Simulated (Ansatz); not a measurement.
Born–Oppenheimer molecular dynamics of C2H10BFSi2 (16 atoms, charge 0, multiplicity 1). It starts at the highest image of a converged band, a first-order saddle point between two minima.

The calculation used Ansatz, RKS PBE-D4/STO-3G.

```yaml
ensemble: NVE (velocity Verlet)
time_step: 0.5 fs
steps_asked: 181
starting_velocities_drawn_for: 300 K
seed: 7324
```

Frames 5 fs apart, positions in Å, forces in eV/Å.

Velocities at 0.0 fs (Å/ps):

```
B 2.03 7.85 -5.30
Si 3.35 -2.45 -1.05
C -3.47 1.44 -0.91
C 1.31 -3.46 10.00
F -4.55 0.41 -3.91
Si 0.13 1.38 2.72
H -12.81 5.58 -13.63
H 8.46 1.72 12.10
H 14.41 -14.78 30.28
H -14.03 -22.09 8.72
H -0.13 -27.59 -19.98
H -0.62 -9.99 10.37
H -12.01 26.69 -13.65
H -0.38 8.09 -4.65
H 3.80 13.40 -20.42
H 6.14 -19.06 -13.69
```

```xyz
16
Properties=species:S:1:pos:R:3:forces:R:3 time_fs=0.0 energy_less_start_eV=0.000 T=300
B -0.905 -2.349 0.477 0.00 0.00 0.00
Si -0.631 -0.989 -0.770 0.00 0.00 0.00
C 0.439 0.604 -0.512 0.00 0.00 0.00
C 1.433 0.368 0.696 0.00 0.00 0.00
F 1.198 0.896 -1.684 0.00 0.00 0.00
Si -0.742 2.074 -0.072 0.00 0.00 0.00
H -0.315 -2.344 1.493 0.00 0.00 0.00
H -1.513 -3.303 0.157 0.00 0.00 0.00
H -1.228 -1.033 -2.100 0.00 0.00 0.00
H 0.344 -2.203 -0.759 0.00 0.00 0.00
H 2.034 1.277 0.892 0.00 0.00 0.00
H 2.130 -0.464 0.477 0.00 0.00 0.00
H 0.873 0.114 1.616 0.00 0.00 0.00
H -1.481 1.745 1.138 0.00 0.00 0.00
H -1.686 2.295 -1.156 0.00 0.00 0.00
H 0.028 3.289 0.149 0.00 0.00 0.00
16
Properties=species:S:1:pos:R:3:forces:R:3 time_fs=5.0 energy_less_start_eV=0.170 T=207
B -0.897 -2.313 0.449 0.03 -1.05 0.76
Si -0.613 -1.000 -0.772 -0.09 0.74 0.09
C 0.425 0.609 -0.516 0.81 -0.62 0.14
C 1.436 0.345 0.733 -0.68 1.01 -1.10
F 1.175 0.898 -1.703 -0.11 0.06 0.39
Si -0.742 2.080 -0.061 -0.17 -0.08 -1.04
H -0.344 -2.307 1.476 0.21 0.16 0.18
H -1.484 -3.296 0.203 -0.22 0.07 -0.25
H -1.203 -1.108 -2.065 -0.24 0.05 -0.85
H 0.276 -2.308 -0.707 0.09 0.13 0.19
H 2.095 1.240 0.825 -0.27 -0.17 0.32
H 2.101 -0.514 0.544 -0.20 -0.30 0.19
H 0.789 0.221 1.630 0.60 -0.16 0.03
H -1.498 1.782 1.137 -0.12 0.00 0.17
H -1.636 2.348 -1.209 0.20 -0.19 0.54
H 0.088 3.244 0.098 0.16 0.36 0.26
16
Properties=species:S:1:pos:R:3:forces:R:3 time_fs=10.0 energy_less_start_eV=0.247 T=164
B -0.888 -2.299 0.438 0.37 -1.35 1.34
Si -0.597 -1.006 -0.775 -1.45 0.82 -2.06
C 0.426 0.603 -0.517 0.74 -0.57 0.27
C 1.427 0.338 0.748 -0.41 0.19 -0.98
F 1.151 0.901 -1.717 0.05 0.11 0.53
Si -0.743 2.085 -0.057 1.25 0.36 0.56
H -0.335 -2.241 1.486 -0.16 0.00 -0.32
H -1.502 -3.271 0.200 -0.16 0.17 -0.08
H -1.206 -1.164 -2.167 0.78 0.28 1.15
H 0.229 -2.385 -0.614 0.15 0.11 0.22
H 2.122 1.197 0.829 0.06 -0.07 0.10
H 2.020 -0.606 0.650 -0.27 0.42 -0.04
H 0.813 0.285 1.667 0.10 -0.08 0.04
H -1.530 1.820 1.157 0.20 0.07 -0.32
H -1.570 2.369 -1.180 -0.69 0.07 -0.56
H 0.164 3.254 0.100 -0.56 -0.52 0.16
16
Properties=species:S:1:pos:R:3:forces:R:3 time_fs=15.0 energy_less_start_eV=0.203 T=189
B -0.872 -2.313 0.451 0.20 -0.34 -0.41
Si -0.591 -1.004 -0.791 -0.65 0.64 1.47
C 0.440 0.585 -0.513 -0.09 -0.07 0.18
C 1.408 0.336 0.745 -0.09 0.60 0.36
F 1.128 0.905 -1.724 0.40 0.15 0.44
Si -0.736 2.093 -0.052 -0.24 -0.66 -1.29
H -0.344 -2.174 1.466 0.04 -0.15 0.67
H -1.559 -3.216 0.177 -0.08 -0.11 0.17
H -1.068 -1.166 -2.104 -0.20 -0.08 -1.54
H 0.215 -2.437 -0.472 0.11 0.02 0.03
H 2.170 1.142 0.852 -0.06 -0.23 -0.34
H 1.902 -0.642 0.738 0.45 -0.27 -0.44
H 0.859 0.336 1.712 -0.37 0.14 -0.39
H -1.534 1.869 1.129 -0.15 -0.15 0.27
H -1.612 2.391 -1.216 0.36 -0.17 0.62
H 0.148 3.193 0.146 0.37 0.69 0.20
16
Properties=species:S:1:pos:R:3:forces:R:3 time_fs=20.0 energy_less_start_eV=0.108 T=241
B -0.849 -2.335 0.462 0.44 0.11 0.23
Si -0.593 -0.998 -0.800 -1.35 0.08 -0.20
C 0.453 0.567 -0.506 -0.71 0.65 -0.31
C 1.389 0.339 0.744 0.85 -0.74 0.22
F 1.110 0.912 -1.726 0.65 0.11 0.34
Si -0.729 2.096 -0.054 0.68 -0.14 0.49
H -0.371 -2.144 1.540 -0.61 -0.21 -0.48
H -1.628 -3.176 0.192 0.29 -0.03 0.24
H -0.924 -1.170 -2.258 0.39 0.10 0.75
H 0.229 -2.488 -0.323 0.11 -0.25 -0.12
H 2.221 1.070 0.809 -0.16 0.09 -0.21
H 1.849 -0.685 0.739 -0.11 0.54 -0.08
H 0.820 0.410 1.693 -0.14 0.04 -0.19
H -1.555 1.887 1.136 0.16 -0.17 -0.15
H -1.608 2.386 -1.160 -0.13 0.12 -0.32
H 0.172 3.232 0.227 -0.35 -0.31 -0.22
16
Properties=species:S:1:pos:R:3:forces:R:3 time_fs=25.0 energy_less_start_eV=0.079 T=257
B -0.819 -2.356 0.472 0.06 -0.01 -0.84
Si -0.605 -0.990 -0.809 -0.74 -0.22 -0.12
C 0.452 0.561 -0.505 -0.91 0.85 -0.60
C 1.382 0.333 0.747 0.21 0.64 -0.60
F 1.099 0.919 -1.724 0.75 0.04 0.21
Si -0.717 2.098 -0.054 0.08 -0.36 0.31
H -0.509 -2.148 1.563 0.03 0.33 0.52
H -1.642 -3.152 0.254 0.11 -0.28 -0.11
H -0.717 -1.158 -2.308 0.08 0.03 0.89
H 0.262 -2.590 -0.195 -0.19 -0.10 0.00
H 2.251 1.025 0.720 -0.32 0.20 0.24
H 1.799 -0.671 0.725 0.20 -0.76 0.37
H 0.748 0.496 1.640 0.49 -0.20 0.18
H -1.548 1.864 1.123 0.10 -0.19 -0.06
H -1.617 2.401 -1.153 0.08 0.07 -0.16
H 0.142 3.233 0.266 -0.03 -0.05 -0.21
16
Properties=species:S:1:pos:R:3:forces:R:3 time_fs=30.0 energy_less_start_eV=0.104 T=243
B -0.787 -2.377 0.472 -0.63 -0.11 0.81
Si -0.624 -0.984 -0.816 0.05 -0.11 1.82
C 0.434 0.571 -0.514 -0.72 0.56 -0.17
C 1.381 0.330 0.737 0.19 -0.59 -0.40
F 1.099 0.927 -1.718 0.73 -0.04 0.01
Si -0.705 2.096 -0.052 -0.69 -0.39 -0.63
H -0.660 -2.094 1.629 0.14 0.15 -0.86
H -1.623 -3.183 0.295 0.16 -0.05 -0.28
H -0.487 -1.146 -2.222 -0.16 -0.30 -1.34
H 0.266 -2.719 -0.072 0.10 0.11 -0.05
H 2.234 1.037 0.679 -0.02 -0.07 0.21
H 1.766 -0.731 0.783 -0.16 0.89 0.06
H 0.768 0.538 1.636 0.36 -0.16 0.18
H -1.523 1.796 1.101 -0.13 -0.12 0.21
H -1.607 2.428 -1.178 0.42 -0.15 0.40
H 0.111 3.234 0.260 0.37 0.38 0.04
16
Properties=species:S:1:pos:R:3:forces:R:3 time_fs=35.0 energy_less_start_eV=0.230 T=174
B -0.769 -2.401 0.483 -0.80 -0.31 -0.47
Si -0.642 -0.980 -0.813 1.09 -0.88 -1.14
C 0.402 0.592 -0.527 0.01 0.18 0.36
C 1.381 0.323 0.720 -0.52 1.40 0.34
F 1.107 0.935 -1.713 0.51 -0.14 -0.02
Si -0.697 2.092 -0.053 0.38 0.57 1.18
H -0.775 -1.994 1.566 0.27 0.18 0.41
H -1.573 -3.230 0.275 -0.05 0.04 -0.09
H -0.310 -1.186 -2.311 -0.69 0.07 1.24
H 0.286 -2.818 0.041 0.13 0.43 -0.01
H 2.223 1.046 0.679 0.12 -0.30 -0.19
H 1.733 -0.691 0.852 0.58 -0.92 -0.44
H 0.862 0.549 1.674 -0.25 0.04 -0.18
H -1.514 1.706 1.108 0.16 0.22 -0.29
H -1.532 2.433 -1.154 -0.57 0.12 -0.63
H 0.139 3.285 0.254 -0.37 -0.70 -0.06
16
Properties=species:S:1:pos:R:3:forces:R:3 time_fs=40.0 energy_less_start_eV=0.280 T=146
B -0.767 -2.428 0.488 -0.50 0.77 0.11
Si -0.651 -0.983 -0.816 1.03 -0.90 0.49
C 0.371 0.617 -0.534 0.90 -0.41 0.23
C 1.374 0.330 0.709 0.49 -0.63 0.34
F 1.121 0.940 -1.708 0.14 -0.21 0.15
Si -0.688 2.092 -0.048 -1.29 0.29 -0.89
H -0.831 -1.877 1.540 0.11 -0.65 -0.16
H -1.536 -3.272 0.233 -0.19 -0.02 0.15
H -0.275 -1.222 -2.207 -0.28 -0.09 -0.57
H 0.334 -2.819 0.147 -0.01 0.52 -0.10
H 2.251 1.011 0.640 -0.10 -0.06 -0.24
H 1.776 -0.728 0.818 -0.49 0.93 -0.52
H 0.900 0.564 1.685 -0.26 -0.06 -0.23
H -1.486 1.659 1.074 -0.27 0.15 0.28
H -1.540 2.447 -1.210 0.25 -0.20 0.62
H 0.119 3.230 0.246 0.46 0.55 0.34
16
Properties=species:S:1:pos:R:3:forces:R:3 time_fs=45.0 energy_less_start_eV=0.231 T=173
B -0.777 -2.441 0.493 -0.56 0.79 -0.31
Si -0.651 -0.993 -0.816 0.88 -0.80 0.54
C 0.357 0.633 -0.536 1.23 -0.86 -0.08
C 1.372 0.334 0.701 -0.27 1.09 -1.03
F 1.138 0.943 -1.701 -0.10 -0.19 0.23
Si -0.688 2.095 -0.046 -0.49 0.97 0.56
H -0.864 -1.886 1.516 -0.10 -0.40 0.47
H -1.529 -3.310 0.223 0.23 0.15 0.13
H -0.311 -1.276 -2.209 -0.18 0.03 -0.53
H 0.381 -2.705 0.226 -0.09 0.18 -0.31
H 2.268 0.971 0.550 -0.24 0.32 0.22
H 1.755 -0.673 0.684 0.10 -1.23 0.23
H 0.880 0.568 1.661 0.15 -0.17 0.09
H -1.502 1.654 1.081 -0.01 0.24 -0.04
H -1.524 2.432 -1.172 -0.29 0.18 -0.17
H 0.164 3.244 0.299 -0.26 -0.30 -0.02
16
Properties=species:S:1:pos:R:3:forces:R:3 time_fs=50.0 energy_less_start_eV=0.152 T=217
B -0.798 -2.434 0.494 -0.15 1.14 0.37
Si -0.645 -1.010 -0.812 0.61 -0.69 -1.04
C 0.365 0.633 -0.540 0.47 -0.70 -0.15
C 1.369 0.346 0.674 0.30 -1.28 -0.81
F 1.153 0.944 -1.691 -0.05 -0.09 -0.03
Si -0.693 2.106 -0.042 -0.69 0.56 0.46
H -0.914 -1.993 1.578 0.03 -0.11 -0.02
H -1.484 -3.334 0.232 0.09 -0.33 -0.32
H -0.392 -1.320 -2.308 -0.34 0.35 1.29
H 0.404 -2.545 0.237 -0.20 -0.11 -0.29
H 2.249 1.002 0.506 -0.08 0.00 0.40
H 1.713 -0.737 0.596 -0.10 1.18 0.56
H 0.884 0.537 1.655 0.26 -0.13 -0.11
H -1.527 1.701 1.088 0.08 0.10 -0.09
H -1.559 2.450 -1.152 -0.05 0.22 -0.08
H 0.171 3.218 0.355 -0.17 -0.10 -0.14
16
Properties=species:S:1:pos:R:3:forces:R:3 time_fs=55.0 energy_less_start_eV=0.098 T=247
B -0.826 -2.407 0.500 -0.63 -0.07 0.21
Si -0.633 -1.032 -0.813 -0.34 0.42 1.86
C 0.383 0.620 -0.547 -0.58 -0.33 -0.15
C 1.368 0.343 0.634 0.05 1.01 0.76
F 1.168 0.944 -1.682 0.09 0.01 -0.46
Si -0.704 2.121 -0.034 -0.99 -0.21 -0.71
H -0.956 -2.121 1.642 0.25 0.19 -0.40
H -1.398 -3.399 0.180 0.42 0.45 -0.20
H -0.539 -1.304 -2.203 0.19 -0.34 -1.37
H 0.390 -2.407 0.181 0.05 -0.19 -0.14
H 2.220 1.045 0.547 0.13 -0.20 0.03
H 1.692 -0.676 0.617 1.03 -1.26 -0.09
H 0.931 0.481 1.637 -0.35 0.20 -0.01
H -1.542 1.769 1.086 -0.16 -0.19 0.26
H -1.600 2.514 -1.146 0.49 -0.03 0.41
H 0.154 3.186 0.386 0.37 0.54 0.00
```

Of the whole run (90 fs, mean temperature of the second half 215 K): The conserved energy stayed within 0.18 meV per atom of its start (net change 0.14 meV per atom), so the integration is sound. A run of 0.09 ps of so small a system gives no equilibrium averages. The orbitals stay closed-shell, which can raise the energy where a bond breaks towards radicals; this wasn't checked here. Limits of this set-up: minimal basis.

Run time: 10 min on 1 thread of Arm Neoverse V2 (shared host), peak memory 0.11 GiB.
